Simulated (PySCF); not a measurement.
# Ionisation of hydroquinone

Molecule: hydroquinone, `Oc1ccc(O)cc1` (C6H6O2). Numbering: `[OH:1][c:2]1[cH:3][cH:4][c:5]([OH:6])[cH:7][cH:8]1` These are map numbers, not IUPAC locants.

Level of theory: ωB97X-D3(BJ)/ma-def2-TZVP single points in PySCF, grid level 2; every species was optimised with PBE0-D3(BJ)/def2-SVP. ωB97X-D3(BJ) is ωB97X-V with D3(BJ) in place of VV10. Thermal corrections: PBE0-D3(BJ)/def2-SVP frequencies, unscaled, ideal gas at 298.15 K and 1 bar, quasi-RRHO entropy.

Frontier levels of the parent: HOMO -8.11 eV, LUMO 1.08 eV.

Oxidation to the radical cation:
* Vertical ionisation energy (electronic): 7.95 eV
* Adiabatic ionisation energy (with zero-point energy): 7.74 eV
* Adiabatic, electronic part: 7.71 eV
* Vertical gap at the product's structure: 7.38 eV
* Inner reorganisation energy (four-point): 572 meV
* Relaxation of product / of parent: 235 / 337 meV
* ⟨S²⟩ of the product: 0.768
* Largest spin populations: C5 0.25, C2 0.25, O6 0.16, O1 0.16
* Largest changes of atomic charge: O6 0.14, O1 0.14, C2 0.12, C5 0.12
* Distances that move most (Å): O1–C2 1.355 → 1.305; C5–O6 1.355 → 1.305; C4–C5 1.396 → 1.429; C2–C8 1.396 → 1.429
* Potential in acetonitrile: 5.62 V absolute, 1.08 V against Fc+/Fc computed at 4.54 V (solvation -41 → -244 kJ/mol)

Solvents are IEF-PCM continua (electrostatics only, gas-phase structures); absolute potentials refer to an electron at rest in vacuum. Fc+/Fc in acetonitrile, 4.54 V, is ωB97X-D3(BJ)/ma-def2-TZVP on PBE0-D3(BJ)/def2-SVP structures with GFN2-xTB thermal terms. Benchmark calculations put it near 5.0 V in acetonitrile and DMSO, so it is about 0.5 V low, and the value against it can read up to that much too high.

Vertical ionisation energy: the gap is larger than usual, and may come from another state, site, conformer or species, from an onset or band maximum that doesn't mark the energy named, from the functional or basis, or from an outlying measurement.

Measured values (NIST Chemistry WebBook, evaluated or the median of agreeing entries): vertical ionisation energy 8.44 eV (computed 7.95, difference -0.49); adiabatic ionisation energy 7.94 eV (computed 7.74, difference -0.20).

Hardware: 1 thread of Arm Neoverse V2, shared with other jobs. Command: `OMP_NUM_THREADS=1 python redox_run.py task.json out`. Structures, frequencies and single points: 24 min.
